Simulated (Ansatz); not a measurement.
Total energies of CuCl₂⁻ (the lowest singlet isomer of a short search) from Ansatz at r2SCAN-D4/def2-TZVPD, gas phase (1 Eh = 27.2114 eV = 2625.5 kJ/mol). The reference geometry is relaxed at B3LYP-D4/def2-TZVPD.

```xyz
3

Cu    0.000    0.000    0.000
Cl    0.816   -1.433   -1.390
Cl   -0.816    1.433    1.390
```

```
            state                        geometry  energy (Eh)
charge -1 singlet                       reference  -2561.09778
 charge 0 doublet                       reference  -2560.94758
charge -1 triplet  relaxed at B3LYP-D4/def2-TZVPD  -2560.98681
charge -1 quintet  relaxed at B3LYP-D4/def2-TZVPD  -2560.75647
```

(1) Work out the vertical ionisation energy to the doublet.

(2) Which of the charge -1 states is lowest, and how far above it are the others?

(1) E(charge 0 doublet) − E(charge -1 singlet) = -2560.94758 − (-2561.09778) = 0.15020 Eh = 4.09 eV. For comparison, −ε of the highest occupied level is 0.78 eV at this level, 3.31 eV less.

(2) The singlet. triplet: -2560.98681 − (-2561.09778) = 0.11097 Eh = 291.4 kJ/mol; quintet: -2560.75647 − (-2561.09778) = 0.34131 Eh = 896.1 kJ/mol. The quintet has fallen apart, so its energy is that of loose fragments and no spin gap. The quintet differs in its bonds from the reference.

At r2SCAN-D4/def2-TZVPD the highest occupied level of the charge -1 triplet lies above zero (up to 0.52 eV). It is a level of α spin, whose loss leaves a doublet; that state wasn't run at this geometry and level. The electron is either unbound and held by the finite basis, or the level is raised by self-interaction error. At r2SCAN-D4/def2-TZVPD the highest occupied level of the charge -1 quintet lies above zero (up to 1.82 eV). It is a level of α spin, whose loss leaves a quartet; that state wasn't run at this geometry and level. The electron is either unbound and held by the finite basis, or the level is raised by self-interaction error. At r2SCAN-D4/def2-TZVPD the gap within one spin of the charge -1 quintet nearly closes, so an electron or hole may be smeared out by delocalisation error. 

The structure comes from a short search, and lower isomers may exist.
